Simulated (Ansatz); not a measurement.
ZrSe₂, relaxed as a singlet with RKS PBE-D4/def2-TZVP in Ansatz, starting from the GFN1-xTB geometry. Force threshold 0.02 eV/Å.

In the def2 sets Zr takes a core potential; there is no spin–orbit coupling. The relaxation made no stability test and no search for a lower SCF solution. No other spin state of charge 0 was run. The structure comes from a short search, and lower isomers may exist.

Start:

```xyz
3

Zr   -0.3213   -0.3785   -1.2400
Se   -1.1193    0.4402    0.8714
Se    1.4406   -0.0617    0.3686
```

Task: Estimate the energy that the relaxation releases and the steps that it takes.

Result: 183.5 kJ/mol, in 6 steps; 8.5 s on 4 threads of Intel Xeon Platinum 8259CL on a shared host. No frequencies were taken in this run, so the end may be a saddle point.

Task: Does the start keep its bonding and symmetry?

Result: Bonds lost: Se2–Se3 (atoms count from 1). The end is the same structure that another start reached, the lowest one found. Point group C2v at the start, C2v at the end, both within 0.05 Å.

Task: Predict the relaxed structure.

Result: 
Cartesian coordinates in Å:
```
Zr -0.216 -0.261 -0.853
Se -1.738 0.491 0.784
Se 1.954 -0.230 0.069
```
Bond lengths: 2 × Se–Zr 2.36 Å.
